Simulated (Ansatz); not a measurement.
Calculated with Ansatz (gas phase, PBE0-D4/def2-TZVP geometries, no zero-point term in ΔE). CCSD(T)/CBS adds triple-zeta CCSD(T) − MP2 to the extrapolated MP2 energy (def2 sets, frozen cores). This one scheme is used for every species, atoms too. For atomizations the MP2-based limit and the directly extrapolated one differ by several kJ/mol either way, and by 10 to 25 for some Ge, Se and Sn compounds, so smaller differences from it don't rank the levels. DFT in def2-TZVPP. B3LYP here is the variant with VWN-RPA as its local correlation; programs differ in this. HSE06 is defined as in plane-wave codes. Open shells (•) are unrestricted, without spin–orbit coupling. Spin–orbit coupling would lower the free atoms: a little for C, O. One conformer a species, not always the lowest.

Reaction (atomization): `O=C(O)c1ccccc1` → 7 C• + 6 H• + 2 O•

```tsv
level	ΔE (eV)	difference from CCSD(T)/CBS
LDA (SPW92)	89.23	13.32
PBE-D4	79.45	3.54
revPBE-D4	77.20	1.29
BLYP-D4	76.65	0.74
r2SCAN-D4	76.86	0.95
B97M-V	76.50	0.59
PBE0-D4	77.39	1.48
B3LYP-D4	76.24	0.33
r2SCANh-D4	76.20	0.29
r2SCAN0-D4	75.25	-0.66
HSE06-D4	77.46	1.55
BHLYP-D4	73.24	-2.67
CAM-B3LYP-D4	76.48	0.57
ωB97X-V	76.16	0.25
ωB97M-V	76.39	0.48
B2PLYP	75.62	-0.29
PBE-QIDH	76.40	0.49
PBE	79.03	3.12
revPBE	75.81	-0.10
BLYP	75.71	-0.20
r2SCAN	76.75	0.84
B3LYP	75.56	-0.35
r2SCANh	76.08	0.17
r2SCAN0	75.12	-0.79
HSE06	77.13	1.22
BHLYP	72.76	-3.15
CAM-B3LYP	76.12	0.21
LC-ωPBE	76.42	0.51
MP2/def2-SVP	75.30	-0.61
CCSD/def2-SVP	71.94	-3.97
MP2/def2-TZVPP	76.67	0.76
SCS-MP2/def2-TZVPP	75.26	-0.65
CCSD/def2-TZVPP	72.38	-3.53
CCSD(T)/def2-TZVPP	74.00	-1.91
HF/def2-QZVPP	54.81	-21.10
MP2/def2-QZVPP	77.79	1.88
SCS-MP2/def2-QZVPP	76.51	0.60
HF/CBS(def2)	54.82	-21.09
MP2/CBS(def2)	78.58	2.67
CCSD/CBS(def2)	74.29	-1.62
CCSD(T)/CBS	75.91	0
```

Largest T1 diagnostic among the species: 0.014.

In def2-TZVPP, CCSD(T) changes the Hartree–Fock value by +19.26 eV (the triples alone add +1.62 eV) and MP2 by +21.93 eV; breaking electron pairs costs correlation energy, which Hartree–Fock lacks. At CCSD(T), def2-SVP lies −2.77 eV from the extrapolated value and def2-TZVPP −1.91 eV: correlation converges slowly with the basis, and small sets miss more of it in the bonded molecule than in its fragments. Leaving LDA and LC-ωPBE aside and taking each functional with its dispersion term where it has one, the values spread over 6.21 eV, from BHLYP-D4 to PBE-D4. LDA lies +10.21 eV from PBE without D4, its usual overbinding.
